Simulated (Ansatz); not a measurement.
Computed with Ansatz on PBE0-D4/def2-TZVP structures; ΔE is electronic, products minus reactants. CCSD(T)/CBS adds triple-zeta CCSD(T) − MP2 to the extrapolated MP2 energy (def2 sets, frozen cores). This one scheme is used for every species. DFT in def2-TZVPP. For Br outer-core shells are correlated without core-valence functions, which leaves a few kJ/mol of doubt a bond. Scalar relativity is left out up to krypton. One conformer a species, not always the lowest.

Consider the ligand exchange at a B–C bond: `O=CBBr` + H–F → `FBBr` + `C=O`.

`O=CBBr`:

Cartesian coordinates in Å:
```
O -0.359 1.472 0.924
C -0.576 0.632 0.080
B 0.357 -0.640 0.081
Br 1.554 -0.840 -1.370
H -1.364 0.800 -0.688
H 0.388 -1.424 0.973
```

H–F:

```xyz
2

F     0.294    0.074   -0.346
H    -0.294   -0.074    0.346
```

`FBBr`:

Cartesian coordinates in Å:
```
F 0.854 0.749 0.773
B 0.114 0.094 -0.085
Br -1.261 -1.053 0.567
H 0.294 0.210 -1.255
```

`C=O`:

Z-matrix (Å, degrees):
```
C
O 1 1.195
H 1 1.109 2 122.0
H 1 1.109 2 122.0 3 -180.0
```

| level | ΔE (kcal/mol) |
| --- | --- |
| LDA (SPW92) | -35.0 |
| PBE-D4 | -34.3 |
| CAM-B3LYP | -38.6 |
| HF/def2-SVP | -42.7 |
| MP2/def2-TZVPP | -35.6 |
| CCSD/def2-TZVPP | -36.4 |
| SCS-MP2/def2-QZVPP | -36.0 |
| HF/CBS(def2) | -40.9 |

What does CCSD(T)/CBS give? (Best estimate.)

The calculation gave: -34.6 kcal/mol. The listed levels differ from it by -0.4, 0.3, -4.0, -8.1, -1.0, -1.8, -1.4, -6.3 kcal/mol.

Largest T1 diagnostic among the species: 0.015.

The D4 term adds +1.3 kcal/mol with B3LYP and +0.7 kcal/mol with PBE0; it sums over pairs of atoms, weighted by their polarisabilities, and B3LYP, whose exchange is more repulsive, gets the larger term. At CCSD(T), def2-SVP lies −6.2 kcal/mol from the extrapolated value and def2-TZVPP −1.2 kcal/mol.

B3LYP here is the variant with VWN-RPA as its local correlation; programs differ in this.
